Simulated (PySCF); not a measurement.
A calculated (UHF, PySCF 2.14, cc-pVDZ, no relativity, point nucleus) atom or ion has these occupied shells.

```json
{"shell": "1s α", "electrons": "1", "orbital energy (eV)": "-426.38", "rms radius, mean of both spins (bohr)": "0.265"}
{"shell": "1s β", "electrons": "1", "orbital energy (eV)": "-423.90", "rms radius, mean of both spins (bohr)": "0.265"}
{"shell": "2s α", "electrons": "1", "orbital energy (eV)": "-31.500", "rms radius, mean of both spins (bohr)": "1.47"}
{"shell": "2s β", "electrons": "1", "orbital energy (eV)": "-19.724", "rms radius, mean of both spins (bohr)": "1.47"}
{"shell": "2p α", "electrons": "3", "orbital energy (eV)": "-15.344", "rms radius, mean of both spins (bohr)": "1.57"}
```

**Question.** Name the element and its charge.

**Answer.** N (nitrogen, neutral), in [He] 2s2 2p3, high-spin 4S determinant.
